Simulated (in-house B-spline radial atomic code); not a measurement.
The numbers below are computed, except where a source is named.
# Correlation energy from the adiabatic connection: −V exp(−r²/w²), V = 6.69, w = 7.55

Two electrons in a singlet, external potential −V exp(−r²/w²), V = 6.69, w = 7.55 (atomic units). Full CI in B-splines (partial waves to l = 8, correlation up to 0.6 % small) with the density held fixed gives W(λ) = <V_ee>_λ − U, and E_c is the integral of W(λ) − W(0) from 0 to 1.

```json
{"λ": "0", "W(λ) − W(0) (hartree)": "0.00000"}
{"λ": "0.02", "W(λ) − W(0) (hartree)": "-0.00199"}
{"λ": "0.05", "W(λ) − W(0) (hartree)": "-0.00491"}
{"λ": "0.12", "W(λ) − W(0) (hartree)": "-0.01141"}
{"λ": "0.25", "W(λ) − W(0) (hartree)": "-0.02239"}
{"λ": "0.4", "W(λ) − W(0) (hartree)": "-0.03354"}
{"λ": "0.6", "W(λ) − W(0) (hartree)": "-0.04631"}
{"λ": "0.8", "W(λ) − W(0) (hartree)": "-0.05711"}
{"λ": "1", "W(λ) − W(0) (hartree)": "-0.06635"}
```

Question: Integrate the table by the trapezoid rule.

Answer: The strips give -0.00002, -0.00010, -0.00057, -0.00220, -0.00419, -0.00798, -0.01034, -0.01235, which sum to -0.03776 hartree. The direct value, W(1) − W(0) + T_c with T_c = 0.02847, is -0.03788; the curve is convex, so chords lie above it and the trapezoids fall short in size by 0.33 %.

Question: Now use only three numbers: W(0) = -0.49282, the initial slope W'(0) = -0.1006 (extrapolated from the first points) and the strong-coupling limit of the point-charge-plus-continuum model, W∞ = -0.67307. What do second-order theory and the interpolation W(λ) = W∞ + (W(0) − W∞)/√(1 + 2χλ) of Seidl, Perdew and Levy give?

Answer: Second order keeps the slope alone: E_c = W'(0)/2 = -0.05030, +33 % in size against -0.03788. Matching the slope fixes χ = W'(0)/(W∞ − W(0)) = -0.1006/(-0.18025) = 0.55811. Integrating, with s = √(1 + 2χ) = 1.454726, E_c = −(W(0) − W∞)(s − 1)/(s + 1) = −0.18025 × 0.454726/2.454726 = -0.03339 hartree, -11.9 % in size against the full result. At λ = 1 the formula gives W − W(0) = -0.05634 against -0.06635. Part of the miss can come from the model's W∞.
